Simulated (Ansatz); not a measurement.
Ansatz (an electronic-structure program) input (RPA@PBE/cc-pVQZ):

Ansatz 0.2 input:
```yaml
crystal:
  periodic: [false, false, false]
  atoms:
    - {symbol: C, position_ang: [1.18433742, -0.34199821, 0.02717061]}
    - {symbol: C, position_ang: [-0.09903702, 0.16428071, -0.38733123]}
    - {symbol: O, position_ang: [-1.21338877, 0.30347922, 0.10528581]}
    - {symbol: H, position_ang: [1.47489969, -1.13657405, -0.67327228]}
    - {symbol: H, position_ang: [1.92281574, 0.45922960, -0.11096420]}
    - {symbol: H, position_ang: [1.18123417, -0.70542814, 1.06103945]}
    - {symbol: H, position_ang: [-1.38364183, 0.02124389, 1.04187425]}
basis:
  gaussian:
    orbitals: cc-pVQZ
hamiltonian:
  xc: pbe
total_charge: 1
magnetization: {spin_polarized: true, initial_magnetization: 1}
correlation: {method: rpa, electrons: outside_noble_gas}
```

Output:

```
Functional definition: PBE
integrals: 0.91 GiB planned
1674 factors; integrals over basis functions are off by at most 1.2e-3 eV
mean field: 1.80 GiB planned
mean field evaluation 1: about -4157.4102 eV, gradient 6.5e1 eV
mean field evaluation 2: about -4157.4060 eV, gradient 6.5e1 eV
mean field evaluation 4: about -4168.5487 eV, gradient 3.2e1 eV
mean field evaluation 8: about -4172.5116 eV, gradient 1.4e-1 eV
mean field evaluation 16: about -4172.5111 eV, gradient 4.8e-5 eV
mean field -4172.51108202 eV, -153.3369540348 hartree, gradient 2.0e-6 eV, S^2 0.753219; 0 other end points of the search recorded, 0 dependent functions left out
3 core orbitals not correlated
reference -4152.70155712 eV, -152.6089674219 hartree; 9, 8 occupied and 273, 274 virtual orbitals, 1674 factors
Total energy: -4178.01690666 eV, -153.5392893581 hartree
```
